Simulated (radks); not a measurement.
Results of a calculation; reference values are marked as such.
C+, 5 electrons, occupied as [He] 2s2 2p1.

Code: a radial shooting solver on a logarithmic mesh with Libxc functionals. Model: scalar-relativistic Kohn-Sham, LDA (Slater exchange, Perdew-Zunger correlation), spin-polarised, spherical densities, point nucleus; open shells are filled with parallel spins first.

Energy parts (eV):
part                     energy
total                 -1008.216
kinetic                1003.416
electron-nucleus      -2297.671
Hartree                 406.460
exchange-correlation   -120.422

Orbitals (lengths in bohr, moments of r in powers of bohr; <r^-3> diverges for s and p1/2):
[
 {"orbital": "1s up", "occ.": "1", "eigenvalue (eV)": "-285.9561", "<1/r>": "5.605", "<r>": "0.2728", "<r^-3>": "-"},
 {"orbital": "1s down", "occ.": "1", "eigenvalue (eV)": "-285.3493", "<1/r>": "5.614", "<r>": "0.2722", "<r^-3>": "-"},
 {"orbital": "2s up", "occ.": "1", "eigenvalue (eV)": "-26.2640", "<1/r>": "0.9914", "<r>": "1.460", "<r^-3>": "-"},
 {"orbital": "2s down", "occ.": "1", "eigenvalue (eV)": "-24.6703", "<1/r>": "0.9720", "<r>": "1.487", "<r^-3>": "-"},
 {"orbital": "2p up", "occ.": "1", "eigenvalue (eV)": "-17.7824", "<1/r>": "0.8899", "<r>": "1.480", "<r^-3>": "2.330"},
 {"orbital": "2p down", "occ.": "0", "eigenvalue (eV)": "-16.1859", "<1/r>": "0.8662", "<r>": "1.532", "<r^-3>": "2.208"}
]

The highest occupied level is 2p up at -17.782 eV. The density falls to 0.001 e/bohr^3 at r = 3.18 bohr. For comparison, the ionisation energy in NIST's Atomic Spectra Database is 24.383 eV (measured). In exact Kohn-Sham theory the highest level is minus the ionisation energy, but local and semilocal functionals leave it too shallow, through self-interaction and a potential that decays too fast; potentials with the right tail come closer. Summed over all electrons, <r^2> = 8.122 bohr^2, which gives a Langevin (diamagnetic) susceptibility term of -6.43 x 10^-6 cm^3/mol.
